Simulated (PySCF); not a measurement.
# Computed records: B$_{3}$H$_{3}$N

Computed with PySCF 2.14.0. Calculation on a computer-drawn molecule: optimised geometry and harmonic frequencies of an isolated molecule of the commonest isotopes, restricted reference for singlets and unrestricted otherwise, frozen core in MP2.

Common to all runs: charge 0; multiplicity 2; basis cc-pVDZ.

(1) B$_{3}$H$_{3}$N

Start structure:
```xyz
7
B3H3N
B      0.6636    -1.3648     1.9134
N     -0.1312    -0.7999     1.0422
B     -0.9358    -0.2705     0.1729
B     -1.8614     0.3427    -0.8419
H      1.3241    -1.8427     2.7268
H     -2.8212     0.9500    -0.5253
H     -1.7082     0.1784    -2.0391
```

```
method                                        : HF
rotational constants                          : 231.6, 3.735, 3.676 GHz
total energy                                  : -130.2369 hartree
spin squared                                  : 0.7711
convergence status largest gradient component : 3.107e-05 hartree/bohr
```

Drawn bonds:
```csv
atom,other atom,order
1,2,1
2,3,2
3,4,1
1,5,1
4,6,1
4,7,1
```

Optimised structure:
```xyz
7
B3H3N
B      0.6621    -1.3656     1.9446
N     -0.1059    -0.8525     1.0989
B     -0.9349    -0.2985     0.1822
B     -1.9113     0.3540    -0.8984
H      1.3791    -1.8445     2.7342
H     -2.8589     1.0017    -0.5409
H     -1.7002     0.1986    -2.0717
```

Modes:
```csv
frequency (cm⁻¹),reduced mass (dalton)
128.3,3.069
162.4,3.654
325,2.291
378.5,7.078
723.9,4.246
750.3,1.335
774.6,1.95
836.7,1.348
850.8,1.312
1221,1.175
1461,7.149
1959,6.42
2653,1.056
2723,1.124
3003,1.175
```

(2) B$_{3}$H$_{3}$N

Start structure:
```xyz
7
B3H3N
B      0.6621    -1.3656     1.9446
N     -0.1059    -0.8525     1.0989
B     -0.9349    -0.2985     0.1822
B     -1.9113     0.3540    -0.8984
H      1.3791    -1.8445     2.7342
H     -2.8589     1.0017    -0.5409
H     -1.7003     0.1986    -2.0717
```

```
method                                        : MP2
rotational constants                          : 227.9, 3.672, 3.614 GHz
total energy                                  : -130.6124 hartree
spin squared                                  : 0.7743
convergence status largest gradient component : 3.094e-05 hartree/bohr
```

Drawn bonds:
```csv
atom,other atom,order
1,2,1
2,3,2
3,4,1
1,5,1
4,6,1
4,7,1
```

Optimised structure:
```xyz
7
B3H3N
B      0.6761    -1.3749     1.9602
N     -0.1047    -0.8532     1.0986
B     -0.9418    -0.2937     0.1726
B     -1.9207     0.3605    -0.9092
H      1.3974    -1.8569     2.7565
H     -2.8714     1.0100    -0.5425
H     -1.7050     0.2015    -2.0874
```

Modes:
```csv
frequency (cm⁻¹),reduced mass (dalton)
120.1,3.059
149.4,3.656
288.7,2.209
367,7.133
701.7,1.315
703.7,4.267
724.5,2.059
756.5,1.328
775.5,1.328
1144,1.164
1399,7.387
1950,6.275
2613,1.057
2695,1.124
2930,1.182
```
